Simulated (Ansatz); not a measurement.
BNH6SO2, closed shell: at the start structure of a reaction step.

The input file, in.yaml:

```yaml
crystal:
  periodic: [false, false, false]
  atoms:
    - {symbol: B, position_ang: [-0.762545, -0.004256, -0.769369]}
    - {symbol: N, position_ang: [-0.084031, 1.231694, -0.594265]}
    - {symbol: O, position_ang: [-1.111661, -0.372409, -2.043212]}
    - {symbol: O, position_ang: [-1.052325, -0.861356, 0.263177]}
    - {symbol: H, position_ang: [1.815545, 0.138152, 0.993804]}
    - {symbol: S, position_ang: [1.618318, -0.264535, 2.262199]}
    - {symbol: H, position_ang: [0.019806, 1.852519, -1.377832]}
    - {symbol: H, position_ang: [-0.055209, 1.702340, 0.291908]}
    - {symbol: H, position_ang: [-1.496531, -1.251061, -2.056626]}
    - {symbol: H, position_ang: [-0.641550, -0.612682, 1.098782]}
    - {symbol: H, position_ang: [1.750283, -1.558407, 1.931535]}
basis:
  gaussian: {orbitals: def2-TZVPP}
hamiltonian: {xc: {name: CAM-B3LYP}, dispersion: d4}
```

Command:

```bash
ansatz run in.yaml --threads 8 --pin off --events-out ev --progress --plain --max-ram 19148MiB
```

The run's output (Ansatz 0.2.0):

```
Functional definition: CAM-B3LYP
  name "CAM-B3LYP"
  cite "Yanai, Tew & Handy, Chem. Phys. Lett. 393, 51 (2004) doi:10.1016/j.cplett.2004.06.011"
  cite "Iikura, Tsuneda, Yanai & Hirao, J. Chem. Phys. 115, 3540 (2001) doi:10.1063/1.1383587"
  cite "Becke, Phys. Rev. A 38, 3098 (1988) doi:10.1103/PhysRevA.38.3098"
  cite "Lee, Yang & Parr, Phys. Rev. B 37, 785 (1988) doi:10.1103/PhysRevB.37.785"
  cite "Vosko, Wilk & Nusair, Can. J. Phys. 58, 1200 (1980) doi:10.1139/p80-159"
  parameter alpha = 0.19
  parameter beta = 0.46
  parameter omega = 0.33/bohr
  parameter ac = 0.81
  # Exact exchange under (alpha + beta erf(omega r))/r, Becke's under what is left of 1/r.
  exchange = (1 - alpha - beta)*b88_x + beta*b88_x_sr(omega) + alpha*exact_x + beta*exact_x_lr(omega)
  correlation = (1 - ac)*vwn5_c + ac*lyp_c
1276 factors; their error is unknown
321 factors; integrals over basis functions are off by at most 1.8e-5 eV
mean field evaluation 1: about -17188.4996 eV, gradient 8.0e1 eV
mean field evaluation 2: about -17185.4860 eV, gradient 9.1e1 eV
mean field evaluation 4: about -17198.9973 eV, gradient 3.1e0 eV
mean field evaluation 8: about -17199.0148 eV, gradient 1.8e-2 eV
mean field evaluation 16: about -17199.0313 eV, gradient 2.8e-5 eV
mean field -17199.03129616 eV, -632.0527422118 hartree, gradient 2.8e-5 eV, S^2 0.000000; 0 other end points of the search recorded, 0 dependent functions left out
reference -17199.03142808 eV, -632.0527470597 hartree; 25, 25 occupied and 225, 225 virtual orbitals, 1276 factors
Total energy: -17199.18768857 eV, -632.0584895268 hartree
```

The lines “mean field evaluation” count trial sets of orbitals through the whole run, from several starts and some on an approximate energy, so they need not fall steadily or lie above the final value.

Hardware: 8 CPU threads of an Arm Neoverse V1, shared host. Wall time about 1.6 s.
